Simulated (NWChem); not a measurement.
## Plane-wave run on MgSe (space group Fm-3m)

```yaml
crystal:
  lattice:
    - [0.00000, 2.73373, 2.73373]
    - [2.73373, 0.00000, 2.73373]
    - [2.73373, 2.73373, 0.00000]
  atoms:
    - { symbol: Mg, position: [0.00000, 0.00000, 0.00000] }
    - { symbol: Se, position: [0.50000, 0.50000, 0.50000] }
```

The numbers come from NWChem runs, not from measurements. Origin of the cell: Materials Project cell, not relaxed here.

Norm-conserving pseudopotentials with valence charges Mg 2, Se 6, fixed occupations, no spin-orbit coupling, density cut at twice the wavefunction cutoff.

The filled d shells of Se are in the core.

Level: revPBE, Troullier-Martins, cutoff 25 Ha, density from a 4×4×4 mesh. Bands run along Γ–X–U|K–Γ–L–W–X with k in units of the cell's reciprocal vectors.

**Question.** Give the band energies at the labelled points, in eV from the valence-band top.

**Answer.** 
```
point                  k  band 1  band 2  band 3  band 4  band 5  band 6
-----  -----------------  ------  ------  ------  ------  ------  ------
Γ      0.000 0.000 0.000  -12.89    0.00    0.00    0.00    2.63    7.23
X      0.500 0.000 0.500  -11.48   -4.18   -1.75   -1.75    1.74    3.88
U      0.625 0.250 0.625  -11.48   -3.70   -3.28   -1.41    2.96    6.16
K      0.375 0.375 0.750  -11.48   -3.70   -3.28   -1.41    2.96    6.16
L      0.500 0.500 0.500  -11.79   -4.87   -0.57   -0.57    3.80    5.91
W      0.500 0.250 0.750  -11.44   -3.26   -3.25   -2.52    4.42    6.86
```
Bands up to 4 are filled.
